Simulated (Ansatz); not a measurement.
CH5FInNO (SMILES C[O][In]([NH2])[F]), singlet, at a GFN2-xTB geometry (such geometries of metal compounds can be far from the true shape) (all electrons, no relativity), with bond 10-8 at 2.4 times its length; CASSCF(4,6)/STO-3G (Ansatz, a quantum-chemistry and plane-wave program).

Here is a job for Ansatz.
Ansatz 0.2 input:
```yaml
crystal:
  periodic: [false, false, false]
  atoms:
    - {symbol: In, position_ang: [0.03776576, 0.11258228, 0.26410532]}
    - {symbol: F, position_ang: [1.05994210, -0.13844758, 1.92664195]}
    - {symbol: O, position_ang: [0.22870938, -1.34940741, -1.09676999]}
    - {symbol: C, position_ang: [-0.40501957, -1.24892827, -2.34352309]}
    - {symbol: H, position_ang: [-0.18594065, -0.30522264, -2.85567987]}
    - {symbol: H, position_ang: [-0.00516780, -2.06985821, -2.94716927]}
    - {symbol: H, position_ang: [-1.49164973, -1.37123431, -2.26659851]}
    - {symbol: N, position_ang: [-0.91265586, 1.93402829, -0.01297717]}
    - {symbol: H, position_ang: [-0.80940173, 2.44901033, 0.85639412]}
    - {symbol: H, position_ang: [-3.30342104, 1.55819683, -0.32202219]}
basis:
  gaussian:
    orbitals: STO-3G
hamiltonian:
  xc: hf
magnetization: {spin_polarized: false}
correlation: {active_space: {window: {electrons: 4, orbitals: 6}}}
```

It wrote (shortened):

```
Functional definition: HF
722 factors; integrals over basis functions are off by at most 8.9e-5 eV
mean field evaluation 1: about -161860.8384 eV, gradient 3.3e1 eV
mean field evaluation 2: about -161860.9882 eV, gradient 3.3e1 eV
mean field evaluation 4: about -161865.9694 eV, gradient 1.0e1 eV
mean field evaluation 8: about -161866.4799 eV, gradient 1.6e-1 eV
mean field evaluation 16: about -161866.4723 eV, gradient 1.7e-6 eV
mean field evaluation 32: about -161865.3490 eV, gradient 4.9e0 eV
mean field -161866.47229901 eV, -5948.4831399530 hartree, gradient 1.7e-6 eV, S^2 0.000000; 3 other end points of the search recorded, 0 dependent functions left out
reference -161866.47229901 eV, -5948.4831399530 hartree; 42, 42 occupied and 10, 10 virtual orbitals, 722 factors
state -161872.32534976 eV, -5948.6982356008 hartree
2 active orbitals were swapped for others, from the solution at -161872.29788206 eV, -5948.6972261813 hartree to that at -161872.32534976 eV, -5948.6982356008 hartree; typed "places" are swapped only where nearly empty or full, and so, without "given_window_search", are "orbital_numbers", "shells" and a window whose orbitals a file names under [Active]
Total energy: -161872.32534976 eV, -5948.6982356008 hartree
```
